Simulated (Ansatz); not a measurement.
The same atomization along the group B, Al, Ga, In.

Calculated with Ansatz (gas phase, PBE0-D4/def2-TZVP geometries, no zero-point term in ΔE). CCSD(T)/CBS adds triple-zeta CCSD(T) − MP2 to the extrapolated MP2 energy (def2 sets, frozen cores). This one scheme is used for every species, atoms too. Functionals use def2-TZVPP. No spin–orbit coupling; open shells (•) take unrestricted orbitals. Spin–orbit coupling would lower the free atoms: a little for Al, B, O, S; clearly for Ga; strongly for In. def2 core potentials past Kr. Bonds to Ga, In are less sure, by a few kJ/mol each and by 10 to 20 or more in all where they break to atoms, as the def2 sets lack core-valence functions. Scalar relativity is left out up to krypton. One conformer a species, not always the lowest.

```
                              reaction  CCSD(T)/CBS(def2) (kJ/mol)
           `OBS` → B• + 3 H• + O• + S•                        2184
`[OH][AlH][SH]` → Al• + 3 H• + O• + S•                           ?
`[OH][GaH][SH]` → Ga• + 3 H• + O• + S•                        1796
`[OH][InH][SH]` → In• + 3 H• + O• + S•                        1670
```

Question: Fill in the missing values. (Estimate.)

Answer: The calculation gave: `[OH][AlH][SH]` → Al• + 3 H• + O• + S•: +1949.7 kJ/mol.

Largest T1 diagnostic: 0.018, for Al•.

For atomizations the MP2-based limit and the directly extrapolated one differ by several kJ/mol either way, and by 10 to 25 for some Ge, Se and Sn compounds, so smaller differences from it don't rank the levels.
